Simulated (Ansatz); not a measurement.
One change: `[O]=[Nb]([F])([Cl])[Cl]` becomes `[NH2][Nb](=[O])([Cl])[Cl]`.

Ansatz, PBE0-D4/def2-TZVP geometries, multiplicity 1. Each molecule was computed in one conformer, which needn't be the lowest.

Elements past krypton have def2 core potentials.

```csv
property,`[O]=[Nb]([F])([Cl])[Cl]`
LUMO energy (PBE0/def2-TZVPP) / eV,-3.06
HOMO–LUMO gap (PBE/def2-TZVPP) / eV,4.61
"ideal-gas entropy at 298 K and 1 bar (rigid rotor, harmonic PBE0-D4/def2-TZVP) / J/(mol·K)",354
HOMO energy (ωB97M-V/def2-TZVPP) / eV,-12.07
size of the dipole moment (B3LYP/def2-TZVPP) / D,1.17
HOMO–LUMO gap (ωB97M-V/def2-TZVPP) / eV,11.13
```

What does the change do to each property? (Best estimate.)

The calculation gave: 
```
                                                                                  property  `[NH2][Nb](=[O])([Cl])[Cl]`  shift
                                                        LUMO energy (PBE0/def2-TZVPP) / eV                        -2.43   0.63
                                                       HOMO–LUMO gap (PBE/def2-TZVPP) / eV                         4.23  -0.38
ideal-gas entropy at 298 K and 1 bar (rigid rotor, harmonic PBE0-D4/def2-TZVP) / J/(mol·K)                          364     10
                                                     HOMO energy (ωB97M-V/def2-TZVPP) / eV                       -11.03   1.04
                                          size of the dipole moment (B3LYP/def2-TZVPP) / D                         3.49   2.32
                                                   HOMO–LUMO gap (ωB97M-V/def2-TZVPP) / eV                        10.70  -0.43
```

With PBE0 the HOMO rises by 1.06 eV and the LUMO rises by 0.63 eV, so the gap narrows by about 0.43 eV. PBE moves the HOMO by 0.96 eV and ωB97M-V by 1.04 eV. The zero-point energy changes by 61.2 kJ/mol with +6 modes. Dipoles are sizes alone; their direction can turn.

B3LYP here is the variant with VWN-RPA as its local correlation; programs differ in this.
